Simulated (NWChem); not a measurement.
System: sulfur trioxide (SO$_{3}$); SMILES O=S(=O)=O

Input file for NWChem:

```
start job
memory heap 200 mb stack 900 mb global 1100 mb
geometry units angstroms noautosym nocenter noautoz
  O     -1.019236    -1.019236     0.000000
  S      0.000000     0.000000     0.000000
  O     -0.373066     1.392302     0.000000
  O      1.392302    -0.373066     0.000000
end
basis spherical
  * library 6-31g*
end
dft
  xc hfexch
  iterations 150
  mulliken
end
task dft energy
esp
  recalculate
  probe 0.07
  range 0.3
  factor 1.0
  spacing 0.02
end
task esp
```

Output (shortened):

```
             Northwest Computational Chemistry Package (NWChem) 7.3.0
             --------------------------------------------------------

                             Geometry "geometry" -> ""
                             -------------------------

 Output coordinates in angstroms (scale by  1.889725989 to convert to a.u.)

  No.       Tag          Charge          X              Y              Z
 ---- ---------------- ---------- -------------- -------------- --------------
    1 O                    8.0000    -1.01923600    -1.01923600     0.00000000
    2 S                   16.0000     0.00000000     0.00000000     0.00000000
    3 O                    8.0000    -0.37306600     1.39230200     0.00000000
    4 O                    8.0000     1.39230200    -0.37306600     0.00000000

 Effective nuclear repulsion energy (a.u.)     181.6712275646

  xc_inp: hfexch multiplicative factor not found.

                                 NWChem DFT Module
                                 -----------------

 Summary of "ao basis" -> "ao basis" (spherical)
 ------------------------------------------------------------------------------
       Tag                 Description            Shells   Functions and Types
 ---------------- ------------------------------  ------  ---------------------
 O                           6-31g*                  6       14   3s2p1d
 S                           6-31g*                  8       18   4s3p1d

            General Information
            -------------------
          SCF calculation type: DFT
          Wavefunction type:  closed shell.
          No. of atoms     :     4
          No. of electrons :    40
           Alpha electrons :    20
            Beta electrons :    20
          Charge           :     0
          Spin multiplicity:     1
          Use of symmetry is: off; symmetry adaption is: off
          Maximum number of iterations: 150
          AO basis - number of functions:    60
                     number of shells:    26
          Convergence on energy requested:  1.00D-06
          Convergence on density requested:  1.00D-05
          Convergence on gradient requested:  5.00D-04

              XC Information
              --------------
                     Hartree-Fock (Exact) Exchange  1.000

      Superposition of Atomic Density Guess
      -------------------------------------

 Sum of atomic energies:        -621.71873765

      Non-variational initial energy
      ------------------------------

 Total energy =    -623.209762
 1-e energy   =   -1220.457859
 2-e energy   =     415.576869
 HOMO         =      -0.419305
 LUMO         =      -0.038726

     ---------------------------------------------
      Total Density - Mulliken Population Analysis
     ---------------------------------------------

    Atom       Charge   Shell Charges
 -----------   ------   -------------------------------------------------------
    1 O    8     8.79   2.00  0.96  2.98  0.93  1.90  0.02
    2 S   16    13.63   2.00  2.00  5.97  0.97  1.89  0.07  0.34  0.39
    3 O    8     8.79   2.00  0.96  2.98  0.93  1.90  0.02
    4 O    8     8.79   2.00  0.96  2.98  0.93  1.90  0.02

   convergence    iter        energy       DeltaE   RMS-Dens  Diis-err
 ---------------- ----- ----------------- --------- --------- ---------
 d= 0,ls=0.0,diis     1   -621.8011206903 -8.03D+02  1.97D-02  1.65D+00
 d= 0,ls=0.0,diis     2   -621.8961484215 -9.50D-02  8.47D-03  7.77D-01
 d= 0,ls=0.0,diis     3   -621.9715051818 -7.54D-02  7.70D-04  6.76D-03
 d= 0,ls=0.0,diis     4   -621.9722598102 -7.55D-04  3.60D-04  3.96D-04
 d= 0,ls=0.0,diis     5   -621.9723382426 -7.84D-05  6.71D-05  1.07D-05
  Resetting Diis
 d= 0,ls=0.0,diis     6   -621.9723412913 -3.05D-06  1.34D-05  4.08D-07
 d= 0,ls=0.0,diis     7   -621.9723414189 -1.28D-07  2.55D-06  2.44D-08

         Total DFT energy =     -621.972341418903
      One electron energy =    -1217.491642747252
           Coulomb energy =      463.601639709515
    Exchange-Corr. energy =      -49.753565945773
 Nuclear repulsion energy =      181.671227564607

 Numeric. integr. density =        0.000000000000

                       DFT Final Molecular Orbital Analysis
                       ------------------------------------

 Vector   18  Occ=2.000000D+00  E=-5.640650D-01
              MO Center=  4.7D-01,  4.7D-01, -9.1D-16, r^2= 2.0D+00
   Bfn.  Coefficient  Atom+Function         Bfn.  Coefficient  Atom+Function
  ----- ------------  ---------------      ----- ------------  ---------------
    37      0.433159  3 O  pz                51     -0.433159  4 O  pz
    41      0.350818  3 O  pz                55     -0.350818  4 O  pz
    29      0.095631  2 S  d -1              31      0.095631  2 S  d  1
    43     -0.037995  3 O  d -1              59     -0.037995  4 O  d  1

 Vector   19  Occ=2.000000D+00  E=-5.640649D-01
              MO Center= -4.7D-01, -4.7D-01, -5.1D-15, r^2= 2.0D+00
   Bfn.  Coefficient  Atom+Function         Bfn.  Coefficient  Atom+Function
  ----- ------------  ---------------      ----- ------------  ---------------
     5      0.500169  1 O  pz                 9      0.405089  1 O  pz
    37     -0.250084  3 O  pz                51     -0.250084  4 O  pz
    41     -0.202545  3 O  pz                55     -0.202545  4 O  pz
    29     -0.095631  2 S  d -1              31      0.095631  2 S  d  1
    11      0.031847  1 O  d -1              13     -0.031847  1 O  d  1

 Vector   20  Occ=2.000000D+00  E=-5.343363D-01
              MO Center= -6.4D-07, -6.4D-07, -1.1D-16, r^2= 2.6D+00
   Bfn.  Coefficient  Atom+Function         Bfn.  Coefficient  Atom+Function
  ----- ------------  ---------------      ----- ------------  ---------------
    35      0.378110  3 O  px                50     -0.378110  4 O  py
    39      0.285152  3 O  px                54     -0.285152  4 O  py
     3     -0.276796  1 O  px                 4      0.276796  1 O  py
     7     -0.208746  1 O  px                 8      0.208746  1 O  py
    36      0.101314  3 O  py                49     -0.101314  4 O  px

 Vector   21  Occ=0.000000D+00  E= 4.418883D-02
              MO Center= -1.8D-08, -1.8D-08, -2.2D-14, r^2= 2.1D+00
   Bfn.  Coefficient  Atom+Function         Bfn.  Coefficient  Atom+Function
  ----- ------------  ---------------      ----- ------------  ---------------
    23      0.676774  2 S  pz                27      0.487079  2 S  pz
     9     -0.332348  1 O  pz                41     -0.332348  3 O  pz
    55     -0.332348  4 O  pz                 5     -0.293422  1 O  pz
    37     -0.293422  3 O  pz                51     -0.293422  4 O  pz
    19     -0.224300  2 S  pz

 Vector   22  Occ=0.000000D+00  E= 7.257535D-02
              MO Center= -2.3D-07, -2.3D-07,  2.3D-14, r^2= 2.4D+00
   Bfn.  Coefficient  Atom+Function         Bfn.  Coefficient  Atom+Function
  ----- ------------  ---------------      ----- ------------  ---------------
    24      1.725710  2 S  s                  6     -0.564588  1 O  s
    38     -0.564588  3 O  s                 52     -0.564588  4 O  s
    40      0.363343  3 O  py                53      0.363343  4 O  px
     7     -0.265986  1 O  px                 8     -0.265986  1 O  py
    36      0.227784  3 O  py                49      0.227784  4 O  px

 Vector   23  Occ=0.000000D+00  E= 3.173880D-01
              MO Center= -1.8D-01, -1.8D-01, -1.2D-15, r^2= 3.4D+00
   Bfn.  Coefficient  Atom+Function         Bfn.  Coefficient  Atom+Function
  ----- ------------  ---------------      ----- ------------  ---------------
    25      1.266547  2 S  px                26     -1.266547  2 S  py
    38      0.925800  3 O  s                 52     -0.925800  4 O  s
    40     -0.344627  3 O  py                53      0.344627  4 O  px
     7     -0.313948  1 O  px                 8      0.313948  1 O  py
    21      0.237231  2 S  px                22     -0.237231  2 S  py

     ---------------------------------------------
      Total Density - Mulliken Population Analysis
     ---------------------------------------------

    Atom       Charge   Shell Charges
 -----------   ------   -------------------------------------------------------
    1 O    8     8.56   2.00  0.94  2.79  0.97  1.83  0.04
    2 S   16    14.31   2.00  2.00  5.98  1.15  2.38 -0.03  0.21  0.63
    3 O    8     8.56   2.00  0.94  2.79  0.97  1.83  0.04
    4 O    8     8.56   2.00  0.94  2.79  0.97  1.83  0.04

     -------------------------------------------
      Total Density - Lowdin Population Analysis
     -------------------------------------------

    Atom       Charge   Shell Charges
 -----------   ------   -------------------------------------------------------
    1 O    8     8.53   1.99  0.92  2.69  0.77  2.08  0.07
    2 S   16    14.42   2.00  1.97  5.88  0.71  1.96  0.28  0.84  0.77
    3 O    8     8.53   1.99  0.92  2.69  0.77  2.08  0.07
    4 O    8     8.53   1.99  0.92  2.69  0.77  2.08  0.07

     Multipole analysis of the density
     ---------------------------------

     L   x y z        total         alpha         beta         nuclear
     -   - - -        -----         -----         ----         -------
     0   0 0 0     -0.000000    -20.000000    -20.000000     40.000000

     1   1 0 0      0.000000      0.000000      0.000000      0.000000
     1   0 1 0      0.000000      0.000000      0.000000     -0.000000
     1   0 0 1      0.000000      0.000000      0.000000      0.000000

     2   2 0 0    -24.144030    -56.589262    -56.589262     89.034493
     2   1 1 0     -0.000001     -0.000014     -0.000014      0.000027
     2   1 0 1     -0.000000     -0.000000     -0.000000      0.000000
     2   0 2 0    -24.144030    -56.589262    -56.589262     89.034493
     2   0 1 1     -0.000000     -0.000000     -0.000000      0.000000
     2   0 0 2    -18.314145     -9.157073     -9.157073      0.000000

                     NWChem Electrostatic Potential Fit Module
                     -----------------------------------------

 Atom parameters

 Number of atoms is                                    4
 Number of basis functions is                         60

 Grid parameters

 Maximum number of grid points is                  23731
 Number of grid points is                          23730
 Grid range                                     0.300000 nm
 Grid spacing                                   0.020000 nm
 Probe radius                                   0.070000 nm
 Atom radius factor                             1.000000

 Atomic radii

    8    0.136000
   16    0.174000
 FASTESP  F
  using M.O. file = ./job.movecs

    Atom              Coordinates                           Charge

                                                  ESP

    1 O    -0.101924   -0.101924    0.000000   -0.511565
    2 S     0.000000    0.000000    0.000000    1.533193
    3 O    -0.037307    0.139230    0.000000   -0.510814
    4 O     0.139230   -0.037307    0.000000   -0.510814
                                            ------------
                                                0.000000

 Dipole moment                                  0.002044

 Quadrupole moment Qxx                         -5.687794
                   Qyy                         -5.687794
                   Qzz                         11.375588

 RMS deviation kJ/mol                           0.075832

 RRMS %                                        21.887004
```

Level: Hartree-Fock/6-31G* (spherical d). Geometry: optimised at PBE0/def2-SVP.
